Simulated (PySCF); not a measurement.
C₂H₅BClN, SMILES C(B(N)Cl)=C.

The structure is a stationary point at PBE0-D3(BJ)/def2-SVP. This is a generated structure with no PubChem entry under its InChIKey; it may be hypothetical. One conformer was computed; it need not be the lowest.

These are PBE/def2-TZVP (PySCF) values and carry that method's errors.

Gas-phase values at a fixed geometry.

```yaml
total_energy: -618.76864 hartree
highest_occupied_level: -6.64 eV
lowest_empty_level: -1.93 eV
orbital_gap: 4.71 eV
dipole_moment: 2.55 D
quadrupole, principal values (traceless, Buckingham form, about the centre of nuclear charge): -5.63, -1.07, 6.70 D·Å
mean_static_polarisability: 60.1 bohr³ (8.90 Å³)
polarisability_principal_values: 41.1, 59.7, 79.4 bohr³
```
